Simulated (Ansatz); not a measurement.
In6Sb5H18⁻, a cluster cut from wurtzite InSb (hydrogen-capped), relaxed as a singlet with RKS PBE-D4/def2-SVP in Ansatz, starting from a model built from a lattice or polyhedron. Force threshold 0.03 eV/Å.

In the def2 sets In, Sb take a core potential; there is no spin–orbit coupling.

Start:

```xyz
29

In   -3.019    0.909    1.149
Sb   -2.113   -1.703    0.556
Sb   -1.328    0.797   -3.210
In   -1.100   -1.736   -2.062
In   -0.108   -2.404    2.373
Sb    1.599   -2.487   -1.983
Sb   -0.909    2.710    0.931
In    0.138    2.651   -1.688
In    1.083    1.975    2.731
Sb    2.033   -0.589    2.150
In    3.041   -0.607   -0.459
H    -4.267    1.377    0.023
H    -3.689    0.944    2.758
H    -3.449   -2.785    0.694
H    -3.005    1.273   -3.252
H    -0.713    0.772   -4.803
H    -1.988   -2.885   -3.001
H    -0.728   -2.372    3.999
H     0.458   -3.982    1.985
H     1.721   -4.052   -1.284
H     2.221   -2.532   -3.575
H    -1.465    4.290    1.301
H    -0.025    4.241   -2.368
H     1.807    2.191   -1.628
H     0.496    2.029    4.362
H     2.432    3.145    2.628
H     3.268   -1.020    3.248
H     2.878    0.948   -1.168
H     4.734   -1.100   -0.406
```

```csv
step,energy (eV),largest force component (eV/Å),SCF passes
1,-64027.2720,1.230,20
2,-64028.5952,0.448,25
3,-64028.9228,0.092,18
4,-64028.9757,0.092,19
5,-64029.0182,0.114,18
6,-64029.0411,0.058,19
7,-64029.0494,0.049,19
8,-64029.0531,0.041,20
9,-64029.0555,0.030,20
10,-64029.0573,0.022,19
11,-64029.0583,0.013,20
12,-64029.0596,0.021,19
```

Force components are those of the run's own axes.

End:

```xyz
29

In   -3.2764    1.0794    1.0189
Sb   -2.0454   -1.5355    0.7595
Sb   -1.2536    0.8216   -2.9548
In   -1.3128   -1.8843   -1.9461
In    0.0541   -2.6777    2.4054
Sb    1.5380   -2.3219   -1.7939
Sb   -0.8411    2.6081    0.9154
In   -0.0178    3.2178   -1.7483
In    1.2179    2.1413    2.8818
Sb    1.9431   -0.5319    2.0740
In    3.5593   -0.8095   -0.2617
H    -4.1785    1.3301   -0.4687
H    -4.0058    1.1945    2.6072
H    -3.3486   -2.6711    0.8136
H    -2.9129    1.1460   -3.2805
H    -0.8235    0.6708   -4.6244
H    -2.0990   -2.9908   -3.0536
H    -0.5122   -2.7438    4.0615
H     0.6259   -4.0921    1.5321
H     1.6497   -3.9891   -1.3789
H     2.0452   -2.5629   -3.4311
H    -1.4397    4.1634    1.3732
H    -0.9224    4.5475   -2.4443
H     1.6767    2.9236   -2.0561
H     0.4428    2.0354    4.4510
H     2.5649    3.2096    2.5395
H     3.1142   -0.9723    3.2662
H     3.6920    0.6504   -1.2123
H     4.8658   -1.9567   -0.0449
```

By distances, no bond broke or formed. The bond that changes most is Sb3–In8, from 2.81 to 2.95 Å (atoms count from 1). A close non-bonded pair moves further: H24–H28, from 1.70 to 3.15 Å.

The force fell under the threshold at step 9, but the optimiser went on and released 0.004 eV more. No frequencies were taken in this run, so the end may be a saddle point.

It took 49 s on 2 threads of AMD EPYC 7R13 on a shared host and a share (18 GiB) of an NVIDIA H100 80GB HBM3, peak host memory 1.1 GiB.
